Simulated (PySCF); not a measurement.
Delta-SCF ions had no search for a lower state. Excitations are Tamm–Dancoff values on a coarser integration grid. The basis has no diffuse functions, so Rydberg states are missing or too high.

Cartesian coordinates (Å):
```xyz
13

B      2.8403    -0.2098    -0.0694
Si     1.1339    -0.2698     0.9346
Si    -0.3777     0.1670    -0.8223
Si    -2.5574     0.2125     0.0232
H      3.2576    -1.1834    -0.6229
H      3.4060     0.8281    -0.2470
H      0.7586    -1.5879     1.5157
H      0.9374     0.7943     1.9571
H     -0.2581    -0.8904    -1.8651
H     -0.0528     1.4764    -1.4544
H     -2.6647     1.2788     1.0545
H     -3.5537     0.4787    -1.0497
H     -2.8695    -1.0974     0.6549
```
Charge 0, multiplicity 1.

Problem. Give the total energy, S1–T1 gap (TDA) and vertical ionisation energy (Delta-SCF) at the level PBE-D3(BJ)/def2-TZVP // PBE0-D3(BJ)/def2-TZVP (PySCF).

Solution. 
total energy: -24441.78 eV
S1–T1 gap (TDA): 1.04 eV
vertical ionisation energy (Delta-SCF): 9.15 eV
